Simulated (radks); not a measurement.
In2+, 47 electrons, occupied as [Ar] 3d10 4s2 4p5.75 4d10 5s1 5d0.25 (fractional occupations, a model configuration).

Method: Dirac Kohn-Sham, PBEsol, spin-unpolarised, spherical densities, finite nucleus; open shells fill j = l - 1/2 first; Fermi nuclear charge, rms radius 4.6156 fm; computed with a radial shooting solver on a logarithmic mesh with Libxc functionals.

Energy parts (eV):
part                       energy
total                 -159967.241
kinetic                168068.441
electron-nucleus      -387302.398
Hartree                 63527.759
exchange-correlation    -4261.044

Orbitals (lengths in bohr, moments of r in powers of bohr):
| orbital | occ. | eigenvalue (eV) | <r> |
|---|---|---|---|
| 1s1/2 | 2 | -27742.22 | 0.02972 |
| 2s1/2 | 2 | -4171.104 | 0.1282 |
| 2p1/2 | 2 | -3891.999 | 0.1085 |
| 2p3/2 | 4 | -3681.283 | 0.1138 |
| 3s1/2 | 2 | -808.5902 | 0.3486 |
| 3p1/2 | 2 | -695.9014 | 0.3395 |
| 3p3/2 | 4 | -657.8392 | 0.3507 |
| 3d3/2 | 4 | -458.2784 | 0.3223 |
| 3d5/2 | 6 | -450.4768 | 0.3259 |
| 4s1/2 | 2 | -140.3836 | 0.8467 |
| 4p1/2 | 2 | -103.4904 | 0.8987 |
| 4p3/2 | 3.75 | -96.7781 | 0.9287 |
| 4d3/2 | 4 | -39.5333 | 1.144 |
| 4d5/2 | 6 | -38.6393 | 1.158 |
| 5s1/2 | 1 | -24.9405 | 2.295 |
| 5p1/2 | 0 | -17.5961 | 2.720 |
| 5p3/2 | 0 | -16.9636 | 2.806 |
| 6s1/2 | 0 | -9.1196 | 5.240 |
| 5d3/2 | 0.25 | -8.5781 | 4.347 |
| 5d5/2 | 0 | -8.5252 | 4.378 |

The highest occupied level is 5d3/2 at -8.578 eV. The configuration is held as typed, so some empty levels lie below it. The electron density at the nucleus is 1.745e+05 e/bohr^3. The density falls to 0.001 e/bohr^3 at r = 3.73 bohr. Summed over all electrons, <r^2> = 36.76 bohr^2, which gives a Langevin (diamagnetic) susceptibility term of -29.1 x 10^-6 cm^3/mol.
